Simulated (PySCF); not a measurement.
Steps of a relaxation of [Nd(NH3)3]3+

[Nd(NH3)3]3+ (singlet in the valence; each metal's 4f electrons, 3 of them, lie in its core potential, out of spins and levels; a saddle point, relaxed within its symmetry). PySCF 2.14.0, RKS PBE0, Nd lcecp-1-SVP with ECP49, N def2-SVP, H def2-SVP; non-relativistic Hamiltonian with scalar-relativistic core potentials where named; density fitting; no spin-orbit coupling. Origin of the start: template. Columns: position (Å) and force (eV/Å). Energies are counted from the last step; some of the 7 steps are shown. Forces carry noise of the integration grid, about 0.01 to 0.03 eV/Å.

Run from Python with OMP_NUM_THREADS=2. Where DIIS fails, smearing, a level shift and second-order steps follow.
It took 31 s on 2 threads of Arm Neoverse V2, with other jobs on the host, from the converged density of the start.

```xyz
13
step 0  E = 0.173 eV
Nd    0.0000    0.0000    0.0000     0.00    0.00    0.00
N     2.5825    0.0000    0.0000    -1.77    0.03    0.00
H     2.9805   -0.4696    0.8133     0.42   -0.23    0.38
H     2.9805   -0.4696   -0.8133     0.42   -0.23   -0.38
H     2.9805    0.9392    0.0000     0.41    0.42    0.00
N    -1.2912    2.2365    0.0000     0.86   -1.55    0.00
H    -1.0836    2.8159    0.8133    -0.01    0.48    0.38
H    -1.0836    2.8159   -0.8133    -0.01    0.48   -0.38
H    -2.3036    2.1116    0.0000    -0.57    0.14    0.00
N    -1.2913   -2.2365    0.0000     0.91    1.51    0.00
H    -1.8969   -2.3464    0.8133    -0.41   -0.25    0.38
H    -1.8969   -2.3464   -0.8133    -0.41   -0.25   -0.38
H    -0.6769   -3.0507    0.0000     0.16   -0.56    0.00
```

```xyz
13
step 2  E = 0.015 eV
Nd    0.0000    0.0000    0.0000     0.00    0.00    0.00
N     2.5139    0.0008    0.0000     0.06    0.00    0.00
H     2.9689   -0.4681    0.8089    -0.10    0.05   -0.08
H     2.9689   -0.4681   -0.8089    -0.10    0.05    0.08
H     2.9685    0.9354    0.0000    -0.10   -0.10    0.00
N    -1.2577    2.1767    0.0000    -0.03    0.06    0.00
H    -1.0790    2.8052    0.8089     0.01   -0.11   -0.08
H    -1.0790    2.8052   -0.8089     0.01   -0.11    0.08
H    -2.2944    2.1031    0.0000     0.13   -0.04    0.00
N    -1.2562   -2.1775    0.0000    -0.03   -0.06    0.00
H    -1.8899   -2.3371    0.8089     0.09    0.06   -0.08
H    -1.8899   -2.3371   -0.8089     0.09    0.06    0.08
H    -0.6742   -3.0385    0.0000    -0.03    0.14    0.00
```

```xyz
13
step 4  E = 0.000 eV
Nd    0.0000    0.0000    0.0000     0.00    0.00    0.00
N     2.4820    0.0009    0.0000     0.02    0.00    0.00
H     2.9329   -0.4670    0.8074    -0.01   -0.02    0.02
H     2.9329   -0.4670   -0.8074    -0.01   -0.02   -0.02
H     2.9331    0.9333    0.0000    -0.01    0.03    0.00
N    -1.2418    2.1490    0.0000    -0.01    0.02    0.00
H    -1.0620    2.7735    0.8074     0.02    0.00    0.02
H    -1.0620    2.7735   -0.8074     0.02    0.00   -0.02
H    -2.2748    2.0735    0.0000    -0.02   -0.02    0.00
N    -1.2402   -2.1499    0.0000    -0.01   -0.02    0.00
H    -1.8709   -2.3065    0.8074    -0.01    0.02    0.02
H    -1.8709   -2.3065   -0.8074    -0.01    0.02   -0.02
H    -0.6583   -3.0068    0.0000     0.03    0.00    0.00
```

Problem. Where does the relaxation end?

Solution. It converges at step 6 in C3h:
```xyz
13
step 6  E = 0
Nd    0.0000    0.0000    0.0000
N     2.4813    0.0010    0.0000
H     2.9293   -0.4679    0.8087
H     2.9293   -0.4679   -0.8087
H     2.9297    0.9351    0.0000
N    -1.2415    2.1483    0.0000
H    -1.0594    2.7708    0.8087
H    -1.0594    2.7708   -0.8087
H    -2.2747    2.0696    0.0000
N    -1.2397   -2.1494    0.0000
H    -1.8699   -2.3029    0.8087
H    -1.8699   -2.3029   -0.8087
H    -0.6550   -3.0047    0.0000
```

Problem. How did the contacts change?

Solution. 
```json
{"contact": "Nd1–N2 (NH3)", "start (Å)": "2.582", "end (Å)": "2.481"}
{"contact": "Nd1–N6 (NH3)", "start (Å)": "2.582", "end (Å)": "2.481"}
{"contact": "Nd1–N10 (NH3)", "start (Å)": "2.582", "end (Å)": "2.481"}
```


An lcecp potential fixes the number of 4f electrons, so in runs with it no electron can move into or out of that shell.
